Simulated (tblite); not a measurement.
PhCHFCOOEt (C10H11FO2), SMILES CCOC(=O)[C@H](F)c1ccccc1 at step 0 of a GFN2-xTB optimisation (tblite, gas phase), coordinates in Å:

```
  1 C     2.784    0.492   -1.959
  2 C     2.896   -0.895   -1.369
  3 O     1.619   -1.362   -0.924
  4 C     1.240   -0.989    0.330
  5 O     1.928   -0.320    1.100
  6 C    -0.155   -1.519    0.672
  7 F    -0.559   -2.492   -0.207
  8 C    -1.161   -0.394    0.782
  9 C    -1.154    0.476    1.879
 10 C    -2.088    1.516    1.966
 11 C    -3.031    1.692    0.953
 12 C    -3.048    0.832   -0.142
 13 C    -2.121   -0.204   -0.225
 14 H     2.047    0.501   -2.773
 15 H     2.430    1.218   -1.208
 16 H     3.740    0.833   -2.341
 17 H     3.631   -0.922   -0.546
 18 H     3.245   -1.600   -2.131
 19 H    -0.077   -2.026    1.645
 20 H    -0.417    0.362    2.676
 21 H    -2.071    2.194    2.819
 22 H    -3.752    2.504    1.022
 23 H    -3.778    0.976   -0.923
 24 H    -2.147   -0.873   -1.094
```

Problem. What are the forces on the atoms (eV/Å)?

Solution. 
```
  1 C    -0.51    0.72   -0.03
  2 C     0.32   -0.25    0.09
  3 O    -0.07    0.47    1.37
  4 C     1.43    0.71   -0.10
  5 O    -1.42   -1.29   -1.46
  6 C     0.08   -0.02    0.45
  7 F     0.07    0.21   -0.14
  8 C    -0.58    0.51   -0.29
  9 C    -0.19    0.21    0.01
 10 C     0.13   -0.32   -0.35
 11 C     0.20   -0.10    0.15
 12 C     0.38   -0.06    0.44
 13 C     0.12   -0.06   -0.07
 14 H     0.24   -0.08    0.14
 15 H     0.22   -0.34   -0.17
 16 H     0.02   -0.08    0.01
 17 H    -0.36    0.11   -0.02
 18 H    -0.27   -0.07    0.02
 19 H     0.06    0.03    0.10
 20 H    -0.20   -0.05   -0.34
 21 H     0.02   -0.27   -0.27
 22 H     0.18   -0.22   -0.03
 23 H     0.03   -0.07   -0.02
 24 H     0.09    0.29    0.49
```
